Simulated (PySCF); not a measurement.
A PySCF script (with the pyscf-properties extension) for the NMR shieldings of `C1=C(C)[SiH2]BC(BOC)=C1`, C$_{6}$H$_{12}$B$_{2}$OSi, on a GFN2-xTB geometry:

```python
import basis_set_exchange as bse
import numpy as np
from pyscf import gto, dft
from pyscf.prop import nmr

atoms = """
C     4.342586    0.269813    0.720182
O     2.952897    0.143114    0.597864
B     2.260311    0.437960   -0.508274
C     0.700383    0.251484   -0.488514
C     0.156722   -0.337066    0.625397
C    -1.210510   -0.636291    0.944460
C    -2.297671   -0.384233    0.190700
C    -3.658845   -0.750357    0.674094
Si   -2.087808    0.453194   -1.501986
B    -0.167921    0.718572   -1.668347
H     4.800281    0.632412   -0.205334
H     4.766408   -0.705966    0.973950
H     4.563628    0.971029    1.529906
H     2.817106    0.836468   -1.476220
H     0.854264   -0.632138    1.404567
H    -1.348515   -1.115992    1.911855
H    -4.126436   -1.439971   -0.027588
H    -4.286232    0.139320    0.711022
H    -3.637271   -1.210704    1.661639
H    -2.778466   -0.458618   -2.441550
H    -2.981622    1.631180   -1.429971
H     0.356300    1.206172   -2.599486
"""
names = dict.fromkeys(["C", "O", "B", "Si", "H"], "pcSseg-1")
basis = {el: gto.basis.parse(bse.get_basis(n, elements=[el], fmt="nwchem")) for el, n in names.items()}
mol = gto.M(atom=atoms, basis=basis, charge=0, verbose=0)
mf = dft.RKS(mol, xc="PBE0")
mf.grids.level = 2
mf.grids.alignment = dft.numint.BLKSIZE   # the property module wants whole blocks of grid points
mf.conv_tol = 1e-9
mf.kernel()

calc = nmr.RKS(mf)   # GIAO
C = mf.mo_coeff
Co = C[:, mf.mo_occ > 0]
resp = mf.gen_response(singlet=True, hermi=2)
def vind(x):   # induced exchange potential for any number of trial vectors
    d = np.einsum("pi,xij,qj->xpq", C, 2 * x.reshape(-1, C.shape[1], Co.shape[1]), Co, optimize=True)
    return np.einsum("xpq,pi,qj->xij", resp(d - d.transpose(0, 2, 1)), C, Co, optimize=True).ravel()
mo1, _ = nmr.rhf.solve_mo1(calc, with_cphf=vind)
sigma = calc.kernel(mo1)
for i, s in enumerate(sigma):   # ppm
    w = np.linalg.eigvalsh((s + s.T) / 2)
    print("%2d %-2s iso %8.1f  s11 %8.1f  s22 %8.1f  s33 %8.1f" % (i, mol.atom_pure_symbol(i), w.mean(), *w))
```

Question: What does it print?

Answer: 
```
 0 C  iso    124.2  s11     89.5  s22    100.8  s33    182.4
 1 O  iso    172.3  s11    -37.7  s22    194.8  s33    359.9
 2 B  iso     56.4  s11     35.8  s22     50.0  s33     83.6
 3 C  iso     38.5  s11    -71.3  s22    -18.1  s33    204.8
 4 C  iso     15.4  s11    -91.5  s22    -17.7  s33    155.2
 5 C  iso     42.4  s11    -67.9  s22     60.0  s33    135.0
 6 C  iso     -0.4  s11   -131.9  s22    -54.4  s33    185.1
 7 C  iso    153.4  s11    137.3  s22    139.5  s33    183.5
 8 Si iso    445.1  s11    408.3  s22    427.8  s33    499.1
 9 B  iso     13.8  s11    -76.2  s22    -20.7  s33    138.3
10 H  iso     27.4  s11     24.6  s22     26.0  s33     31.7
11 H  iso     27.3  s11     23.7  s22     25.4  s33     32.9
12 H  iso     27.3  s11     23.7  s22     25.3  s33     32.9
13 H  iso     26.1  s11     25.1  s22     25.7  s33     27.7
14 H  iso     23.2  s11     20.1  s22     20.4  s33     29.0
15 H  iso     24.4  s11     22.2  s22     22.4  s33     28.6
16 H  iso     29.1  s11     25.2  s22     28.3  s33     33.8
17 H  iso     29.1  s11     25.2  s22     28.4  s33     33.7
18 H  iso     29.5  s11     25.8  s22     28.4  s33     34.3
19 H  iso     27.6  s11     24.0  s22     26.5  s33     32.4
20 H  iso     27.6  s11     24.1  s22     26.5  s33     32.4
21 H  iso     23.0  s11     14.9  s22     26.3  s33     27.7
```

These numbers come from an equivalent density-fitted implementation of the same equations, which agrees with the script to about 0.01 ppm for H and up to a few tenths of a ppm for heavy atoms, so last digits may differ.

Size and cost of the density-fitted run: 237 basis functions, 52 s wall time on 1 thread of an Arm Neoverse V2, shared host; peak memory 1.1 GiB.
